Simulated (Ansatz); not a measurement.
C₂H₆Cl₄MoO₂, SMILES `C[O][Mo]([Cl])([Cl])([Cl])([Cl])[O]C`, charge 0, multiplicity 1.

Q: Give a relaxed structure at PBE0-D4/def2-TZVP (Ansatz). (Best estimate.)

A: The calculation gave: 
```xyz
15

C     0.453    1.544   -2.287
O     0.229    1.051   -1.005
Mo   -0.538   -0.348   -0.145
Cl   -1.816    0.909    1.341
Cl    0.663   -1.656   -1.651
Cl   -1.488   -2.338    0.568
Cl   -2.330   -0.144   -1.600
O     0.626   -0.492    1.237
C     0.668   -0.817    2.589
H     1.055    0.810   -2.835
H     0.983    2.495   -2.211
H    -0.512    1.671   -2.790
H     0.035   -0.105    3.132
H     1.701   -0.752    2.936
H     0.272   -1.829    2.721
```
Point group C2.
This is one stationary point; other conformers may exist.
